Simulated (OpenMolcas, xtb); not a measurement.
## How methods differ on CuNH2 (SMILES [NH2][Cu])

CuNH2: 4 atoms, total charge 0, spin state singlet. SMILES: `[NH2][Cu]`. Geometry: relaxed at PBE0-D4/def2-TZVP.

Each level gives the dipole moment (D). The values are calculated.

```csv
level,kind,program,value (D),CPU time
GFN2-xTB,semi-empirical,xtb,4.66,under 2 s
GFN0-xTB,semi-empirical,xtb,5.60,under 2 s
GFN1-xTB,semi-empirical,xtb,3.43,under 2 s
HF/STO-3G,Hartree–Fock,OpenMolcas,2.16,6.2 s
HF/3-21G,Hartree–Fock,OpenMolcas,3.02,2.1 s
HF/def2-SVP,Hartree–Fock,OpenMolcas,4.75,3 s
HF/cc-pVTZ,Hartree–Fock,OpenMolcas,4.56,28 s
BLYP/6-31G,GGA,OpenMolcas,1.80,7.5 s
PBE/cc-pVTZ,GGA,OpenMolcas,2.08,51 s
TPSS/pcseg-2,meta-GGA,OpenMolcas,2.57,49 s
```

The values span 1.80 to 5.60 D. Sets without polarisation functions give poor dipoles. CPU times are rough (shared hosts, several kinds of processor): they show what a rung costs within a factor of a few.
